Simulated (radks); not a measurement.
Dispersion coefficients C6 (hartree bohr^6) between ground-configuration atoms and ions, from the Casimir-Polder integral (3/pi) of alpha_A(iw) alpha_B(iw). Method: non-relativistic Kohn-Sham, exchange-only LDA, spin-unpolarised, spherical densities, point nucleus; computed with a radial shooting solver on a logarithmic mesh with Libxc functionals. Response by self-consistent Sternheimer equations with the Hartree and adiabatic exchange-only LDA kernel. For heavy and open-shell atoms this level of theory can miss by tens of per cent.

| C6 | Pd+ | S+ | Zr+ | Be | Cr2+ | Cr+ | Be+ |
|---|---|---|---|---|---|---|---|
| Pd+ | 75.76 |  |  |  |  |  |  |
| S+ | 66.49 | 60.17 |  |  |  |  |  |
| Zr+ | 173.0 | 160.5 | 514.9 |  |  |  |  |
| Be | 120.1 | 114.0 | 385.9 | 295.1 |  |  |  |
| Cr2+ | 34.26 | 29.59 | 75.49 | 51.62 | 15.62 |  |  |
| Cr+ | 71.44 | 64.53 | 189.6 | 137.8 | 31.72 | 73.21 |  |
| Be+ | 51.49 | 48.74 | 164.3 | 125.3 | 22.19 | 58.84 | 53.25 |

Static polarisabilities (bohr^3): Pd+ ([Kr] 4d9) 12.39, S+ ([Ne] 3s2 3p3) 11.87, Zr+ ([Kr] 4d2 5s1) 60.43, Be ([He] 2s2) 47.13, Cr2+ ([Ar] 3d4) 5.186, Cr+ ([Ar] 3d5) 18.95, Be+ ([He] 2s1) 20.12. The combination rule 2 Ca Cb / ((alpha_b/alpha_a) Ca + (alpha_a/alpha_b) Cb) gives 60.97 for Cr+-Be+, against 58.84 from the integral.
